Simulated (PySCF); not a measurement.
How do the members of this family differ from one of them?

PySCF, wB97X-D/def2-SVPD, density fitting, gas phase; each molecule at its own GFN2-xTB geometry, one conformer. Singlet excitations by full TDDFT with frozen cores and triplets by Tamm–Dancoff TDDFT. 

Torsions of the conformers computed, which needn't be the lowest (atom-mapped SMILES):
- `[CH3:1][Si@@:2]([F:3])([Cl:4])[CH2:5][C:6]([F:7])([F:8])[F:9]`: C1–Si2–C5–C6 -40°, Si2–C5–C6–F7 65°
- `[CH3:1][CH2:2][CH2:3][Si@@:4]([CH3:5])([F:6])[Cl:7]`: C1–C2–C3–Si4 180°, C2–C3–Si4–C5 -58°
- `[CH3:1][Si@@:2]([F:3])([Cl:4])[C:5]([F:6])=[C:7]([F:8])[F:9]`: C1–Si2–C5–F6 -19°
- `[CH3:1][Si@:2]([F:3])([Cl:4])[CH:5]([F:6])[F:7]`: C1–Si2–C5–F6 -38°
- `[CH3:1][Si@:2]([F:3])([Cl:4])[CH:5]1[CH2:6][CH2:7]1`: C1–Si2–C5–C6 87°
- `[CH3:1][Si@:2]([F:3])([Cl:4])[CH2:5][Cl:6]`: C1–Si2–C5–Cl6 56°
- `[CH2:1]=[C:2]([CH3:3])[Si@:4]([CH3:5])([F:6])[Cl:7]`: C1–C2–Si4–C5 119°

Reference: `C[Si@@H](F)Cl`, with HOMO energy -10.98 eV, LUMO energy 2.12 eV, lowest singlet excitation 8.27 eV, lowest triplet excitation 7.85 eV, mean polarisability 50.0 au and dipole moment 2.17 D.

Changes against it:

```json
{"molecule": "C[Si@@](F)(Cl)C(F)=C(F)F", "change": "H on Si → CF=CF2", "Δ HOMO energy (eV)": "+1.17", "Δ LUMO energy (eV)": "-1.06", "Δ lowest singlet excitation (eV)": "-1.92", "Δ lowest triplet excitation (eV)": "-3.53", "Δ mean polarisability (au)": "+24.4", "Δ dipole moment (D)": "-0.06"}
{"molecule": "C[Si@](F)(Cl)C(F)F", "change": "H on Si → CHF2", "Δ HOMO energy (eV)": "+0.30", "Δ LUMO energy (eV)": "-0.35", "Δ lowest singlet excitation (eV)": "-0.53", "Δ lowest triplet excitation (eV)": "-0.68", "Δ mean polarisability (au)": "+12.6", "Δ dipole moment (D)": "-0.77"}
{"molecule": "C[Si@](F)(Cl)C1CC1", "change": "H on Si → cPr", "Δ HOMO energy (eV)": "+0.65", "Δ LUMO energy (eV)": "-0.15", "Δ lowest singlet excitation (eV)": "-0.36", "Δ lowest triplet excitation (eV)": "-0.31", "Δ mean polarisability (au)": "+30.4", "Δ dipole moment (D)": "+0.44"}
{"molecule": "C[Si@](F)(Cl)CCl", "change": "H on Si → CH2Cl", "Δ HOMO energy (eV)": "+0.72", "Δ LUMO energy (eV)": "-0.50", "Δ lowest singlet excitation (eV)": "-1.38", "Δ lowest triplet excitation (eV)": "-1.62", "Δ mean polarisability (au)": "+23.8", "Δ dipole moment (D)": "-0.92"}
{"molecule": "C=C(C)[Si@](C)(F)Cl", "change": "H on Si → isopropenyl", "Δ HOMO energy (eV)": "+1.25", "Δ LUMO energy (eV)": "-0.82", "Δ lowest singlet excitation (eV)": "-1.47", "Δ lowest triplet excitation (eV)": "-3.49", "Δ mean polarisability (au)": "+34.8", "Δ dipole moment (D)": "+0.33"}
```

Rows whose labels were lost:

```json
{"row": "P", "Δ HOMO energy (eV)": "-0.17", "Δ LUMO energy (eV)": "-0.30", "Δ lowest singlet excitation (eV)": "+0.29", "Δ lowest triplet excitation (eV)": "+0.23", "Δ mean polarisability (au)": "+23.8", "Δ dipole moment (D)": "-1.26"}
{"row": "Q", "Δ HOMO energy (eV)": "+0.71", "Δ LUMO energy (eV)": "-0.14", "Δ lowest singlet excitation (eV)": "+0.01", "Δ lowest triplet excitation (eV)": "+0.05", "Δ mean polarisability (au)": "+35.8", "Δ dipole moment (D)": "+0.36"}
{"row": "R", "Δ HOMO energy (eV)": "+1.00", "Δ LUMO energy (eV)": "-0.61", "Δ lowest singlet excitation (eV)": "-2.28", "Δ lowest triplet excitation (eV)": "-2.78", "Δ mean polarisability (au)": "+34.5", "Δ dipole moment (D)": "+1.05"}
```

Problem. Which row belongs to which of `CC#C[Si@](C)(F)Cl` (H on Si → propynyl), `C[Si@@](F)(Cl)CC(F)(F)F` (H on Si → CH2CF3) and `CCC[Si@@](C)(F)Cl` (H on Si → nPr)?

Solution. P = `C[Si@@](F)(Cl)CC(F)(F)F`, Q = `CCC[Si@@](C)(F)Cl` and R = `CC#C[Si@](C)(F)Cl`. P and Q are told apart most clearly by the mean polarisability (+23.8 against +35.8 au); P and R are told apart most clearly by the lowest triplet excitation (+0.23 against -2.78 eV); Q and R are told apart most clearly by the lowest triplet excitation (+0.05 against -2.78 eV); Q comes close to the labelled row of `C[Si@](F)(Cl)C1CC1` in every column.

Problem. Which row has the smallest HOMO–LUMO gap and which the largest, and does the HOMO or the LUMO shift more there?

Solution. Smallest, counted from the reference: `C[Si@@](F)(Cl)C(F)=C(F)F`, -2.23 eV (HOMO +1.17, LUMO -1.06), the larger shift being that of neither alone. Largest: P, -0.13 eV (HOMO -0.17, LUMO -0.30), the larger shift being that of the LUMO. The gap of the reference itself lies above all of them.

Problem. Fit a straight line for the change of the LUMO energy against that of the lowest triplet excitation over the labelled rows, and test it on P, Q and R.

Solution. Over the 5 labelled rows the slope is 0.232 eV/eV, the intercept -0.13 eV, r = 0.97 and the standard error 0.11 eV. P: predicted -0.08, computed -0.30 eV; Q: predicted -0.12, computed -0.14 eV; R: predicted -0.77, computed -0.61 eV. The mean miss is 0.14 eV, against 0.25 eV for guessing the labelled rows' mean: the line carries over to these rows.
